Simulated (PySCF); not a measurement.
H3InSe. Atoms are numbered in the order given.

```xyz
5

In     0.0011    -1.0045     0.0000
H     -1.5485    -1.7330     0.0000
H      1.5447    -1.7457     0.0000
Se    -0.0433     1.5028     0.0000
H      1.4216     1.6032     0.0000
```
Charge 0, spin multiplicity 1.

Coordinates come from a PBE0-D3(BJ)/def2-TZVP optimisation. The def2 effective core potentials stand for the cores of In; spin–orbit coupling is left out.

These are TDDFT-CAM-B3LYP/def2-SVPD run with PySCF values and carry that method's errors.

Vertical excitations. Gas-phase values at a fixed geometry. State labels are in the subgroup Cs.

```csv
state,symmetry,energy (eV),λ (nm),f,main pairs
S1,A',4.70,264,0.045,HOMO→LUMO 93 %
S2,A",5.02,247,0.002,HOMO−1→LUMO 98 %
S3,A",5.33,233,0.035,HOMO→LUMO+1 93 %
S4,A",5.53,224,0.014,"HOMO−2→LUMO 47 %, HOMO→LUMO+2 35 %, HOMO→LUMO+6 7 %"
S5,A",5.58,222,0.017,"HOMO−2→LUMO 52 %, HOMO→LUMO+2 32 %"
S6,A',6.62,187,0.062,"HOMO−1→LUMO+2 69 %, HOMO−1→LUMO+3 13 %"
S7,A',6.93,179,0.651,HOMO−1→LUMO+1 81 %
S8,A",7.07,175,0.098,"HOMO→LUMO+3 51 %, HOMO→LUMO+2 26 %, HOMO→LUMO+6 12 %"
S9,A",7.29,170,0.000,"HOMO→LUMO+6 44 %, HOMO→LUMO+3 29 %, HOMO→LUMO+4 10 %, HOMO→LUMO+5 10 %"
S10,A",7.39,168,0.000,"HOMO→LUMO+4 74 %, HOMO→LUMO+6 20 %"
T1,A',4.04,307,0,HOMO→LUMO 97 %
T2,A",4.69,265,0,HOMO−1→LUMO 85 %
T3,A",5.00,248,0,HOMO→LUMO+1 79 %
T4,A",5.12,242,0,HOMO−2→LUMO 89 %
```
Triplets are in the Tamm–Dancoff approximation, which puts them higher than full response would, so one can lie above its singlet here.
